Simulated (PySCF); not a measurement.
Simulated C 1s region for CF3(CH2)2OH (`C(CCO)(F)(F)F`), binding energy against the vacuum level.

Every computed line was given a Gaussian of 0.7 eV full width at half maximum and an area set by the number of equivalent atoms; the highest printed point is 100. Computed, not measured: PySCF 2.14.0, delta-SCF UKS SCAN, pcX-2 on the ionised atom, pcseg-1 elsewhere, spin-free X2C.

| binding energy (eV) | intensity |
| --- | --- |
| 290.8 | 0 |
| 291.0 | 2 |
| 291.2 | 10 |
| 291.4 | 33 |
| 291.6 | 72 |
| 291.8 | 99 |
| 292.0 | 88 |
| 292.2 | 57 |
| 292.4 | 47 |
| 292.6 | 72 |
| 292.8 | 98 |
| 293.0 | 90 |
| 293.2 | 52 |
| 293.4 | 19 |
| 293.6 | 5 |
| 293.8 | 1 |
| 294.0 | 0 |
| 294.2 | 0 |
| 294.4 | 0 |
| 294.6 | 0 |
| 294.8 | 0 |
| 295.0 | 0 |
| 295.2 | 0 |
| 295.4 | 0 |
| 295.6 | 0 |
| 295.8 | 0 |
| 296.0 | 0 |
| 296.2 | 0 |
| 296.4 | 0 |
| 296.6 | 0 |
| 296.8 | 0 |
| 297.0 | 0 |
| 297.2 | 0 |
| 297.4 | 0 |
| 297.6 | 3 |
| 297.8 | 14 |
| 298.0 | 42 |
| 298.2 | 81 |
| 298.4 | 100 |
| 298.6 | 78 |
| 298.8 | 39 |
| 299.0 | 12 |
| 299.2 | 2 |
| 299.4 | 0 |

Task: Count the maxima, the lines and the sites behind this envelope.

Result: The curve has 3 maxima (at 291.8, 292.9 and 298.4 eV). Under it lie 3 lines from 3 inequivalent carbon sites.

Task: Decompose the envelope and assign each component. Numbering: `[OH:1][CH2:2][CH2:3][C:4]([F:5])([F:6])[F:7]`.

Result: 
| position (eV) | relative area | line | atoms | environment |
| --- | --- | --- | --- | --- |
| 291.84 | 1 | C 1s | C3 | chain CH2 carbon |
| 292.86 | 1 | C 1s | C2 | carbinol carbon (C–OH) |
| 298.39 | 1 | C 1s | C4 | CF3 carbon |

Lowest listed C 1s: C3, bonded to 2 C and 2 H. Highest, 6.55 eV above it: C4, bonded to 3 F and C. Summing the Pauling electronegativity differences to the bonded atoms, each weighted by its formal bond order, gives -0.70 for the lowest site and +4.29 for the highest; no listed site has a larger sum than the highest.

The curve has no shake-up lines and no vibrational structure. Geometry: PBE0-D3(BJ)/def2-SVP, one conformer, isolated molecule.

The values belong to the conformer `[OH:1][CH2:2][CH2:3][C:4]([F:5])([F:6])[F:7]`: O1–C2–C3–C4 -179°, C2–C3–C4–F5 178°, H–O1–C2–C3 -68°.
